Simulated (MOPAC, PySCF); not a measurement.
C7H7F3Si, SMILES `FC(F)(F)c1ccc([SiH3])cc1`, neutral singlet in the gas phase. 

Z-matrix (Å, degrees):
```
C
C 1 1.4064
H 2 1.0935 1 120.04
C 2 1.3950 3 118.78 1 179.94
H 4 1.0912 2 120.39 3 0.44
C 4 1.3985 5 119.85 2 -179.76
C 6 1.3985 4 120.03 5 179.66
H 7 1.0912 6 119.85 4 -179.66
C 7 1.3950 8 120.39 6 -179.76
H 9 1.0935 7 118.78 8 -0.44
C 6 1.5073 4 119.96 5 -2.78
F 11 1.3444 6 111.84 4 30.83
F 11 1.3444 12 107.58 6 -123.19
F 11 1.3472 12 106.92 13 -114.56
Si 1 1.8854 2 120.95 3 -1.71
H 15 1.4908 1 109.55 2 151.15
H 15 1.4908 16 110.00 1 120.47
H 15 1.4929 16 108.47 17 118.49
```
Charge 0, spin multiplicity 1.

All levels are single points at this geometry (B3LYP-D3(BJ)/def2-SVP); Pople sets use spherical d functions. Orbital energies aren't observables, and empty levels follow the basis.

```json
[
 {"level": "B3LYP-D3(BJ)/def2-TZVP in PySCF", "HOMO (eV)": "-7.68", "LUMO (eV)": "-1.58", "gap (eV)": "6.10", "dipole (D)": "2.08", "vertical IE, Delta-SCF (eV)": "9.57"},
 {"level": "M06-2X/def2-TZVP in PySCF", "HOMO (eV)": "-9.02", "LUMO (eV)": "-0.62", "gap (eV)": "8.41", "dipole (D)": "2.32", "vertical IE, Delta-SCF (eV)": "9.84"},
 {"level": "PBE-D3(BJ)/def2-TZVP in PySCF", "HOMO (eV)": "-6.88", "LUMO (eV)": "-2.26", "gap (eV)": "4.62", "dipole (D)": "1.85", "vertical IE, Delta-SCF (eV)": "9.40"},
 {"level": "B3LYP/3-21G in PySCF", "HOMO (eV)": "-7.48", "LUMO (eV)": "-1.08", "gap (eV)": "6.40", "dipole (D)": "1.99", "vertical IE, Delta-SCF (eV)": "–"},
 {"level": "B3LYP/LANL2DZ in PySCF", "HOMO (eV)": "-7.71", "LUMO (eV)": "-1.44", "gap (eV)": "6.27", "dipole (D)": "3.07", "vertical IE, Delta-SCF (eV)": "–"},
 {"level": "BP86/6-31G* in PySCF", "HOMO (eV)": "-6.63", "LUMO (eV)": "-1.92", "gap (eV)": "4.72", "dipole (D)": "1.51", "vertical IE, Delta-SCF (eV)": "–"},
 {"level": "PBE/6-31G* in PySCF", "HOMO (eV)": "-6.54", "LUMO (eV)": "-1.82", "gap (eV)": "4.72", "dipole (D)": "1.48", "vertical IE, Delta-SCF (eV)": "9.15"},
 {"level": "SVWN5/6-31G* in PySCF", "HOMO (eV)": "-6.71", "LUMO (eV)": "-2.03", "gap (eV)": "4.68", "dipole (D)": "1.63", "vertical IE, Delta-SCF (eV)": "9.35"},
 {"level": "HF/3-21G in PySCF", "HOMO (eV)": "-9.94", "LUMO (eV)": "2.38", "gap (eV)": "12.32", "dipole (D)": "2.70", "vertical IE, Delta-SCF (eV)": "–"},
 {"level": "HF/6-31G* in PySCF", "HOMO (eV)": "-9.64", "LUMO (eV)": "2.47", "gap (eV)": "12.11", "dipole (D)": "2.24", "vertical IE, Delta-SCF (eV)": "–"},
 {"level": "AM1 in MOPAC", "HOMO (eV)": "-10.13", "LUMO (eV)": "-0.41", "gap (eV)": "9.72", "dipole (D)": "2.79", "vertical IE, Delta-SCF (eV)": "–"},
 {"level": "PM3 in MOPAC", "HOMO (eV)": "-9.96", "LUMO (eV)": "-0.40", "gap (eV)": "9.56", "dipole (D)": "3.09", "vertical IE, Delta-SCF (eV)": "–"},
 {"level": "PM7 in MOPAC", "HOMO (eV)": "-10.34", "LUMO (eV)": "-0.70", "gap (eV)": "9.64", "dipole (D)": "3.05", "vertical IE, Delta-SCF (eV)": "–"}
]
```
